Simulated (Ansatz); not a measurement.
Species: C₂H₃O₂, SMILES `CO[C]=O` (C–O–C–O torsion 0°) (charge 0, multiplicity 2).

Task: Give a relaxed geometry from PBE-D3(BJ)/def2-TZVP run with Ansatz (a program for electronic structure).

Result: Several could match; the one computed here: the end point of this relaxation, one of several conformers (outside a Z-matrix the atoms follow the SMILES, hydrogens last).
Bond lengths (Å): C1–O2 1.475, C1–H5 1.097, C1–H6 1.093, C1–H7 1.097, O2–C3 1.319, C3–O4 1.197. Bond angles (°): O2–C1–H5 109.3, O2–C1–H6 105.2, O2–C1–H7 109.4, H5–C1–H6 111.3, H5–C1–H7 110.3, H6–C1–H7 111.3, C1–O2–C3 115.3, O2–C3–O4 131.4.
